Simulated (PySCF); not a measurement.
**Mo⁻ (molybdenum, charge -1) across methods**

[Kr] 4d5 5s2, high-spin 6S determinant. All numbers are calculated (PySCF 2.14, a scalar-relativistic core potential, in aug-cc-pwCVTZ-PP with ECP28MDF (8s8p7d4f3g, 122 functions)).

```
 method  E (hartree)  mean ε 4d α (eV)  mean ε 5s α (eV)  mean ε 5s β (eV)  Σ⟨r²⟩ (bohr²)   ⟨S²⟩
wB97X-V     -67.8346            -2.675            -1.694            -0.598          89.95  8.804
LC-wPBE     -67.8974            -3.513            -2.278            -0.375          98.16  8.936
   PBE0     -67.8912            -0.825            -0.532             0.777          96.14  8.883
 r2SCAN     -67.9375            -0.009            -0.470             1.000          99.11  9.002
    LDA     -67.7533             0.517            -0.079             1.033          91.27  8.835
   TPSS     -67.8795             0.474            -0.032             1.246          94.76  8.873
    UHF    -67.33533            -5.582            -2.718             0.254          133.3  9.311
```

(1) Estimate the same row for PBE.

Energies and moments cover only the electrons outside the core potential.

The highest occupied level is positive at PBE0, r2SCAN, LDA, PBE, TPSS, UHF: only the finite basis holds that electron, at UHF too, so the state is unbound at these levels.

Answers

(1) E (hartree) = -67.9138; mean ε 4d α (eV) = 0.512; mean ε 5s α (eV) = 0.024; mean ε 5s β (eV) = 1.171; Σ⟨r²⟩ (bohr²) = 94.60; ⟨S²⟩ = 8.857.
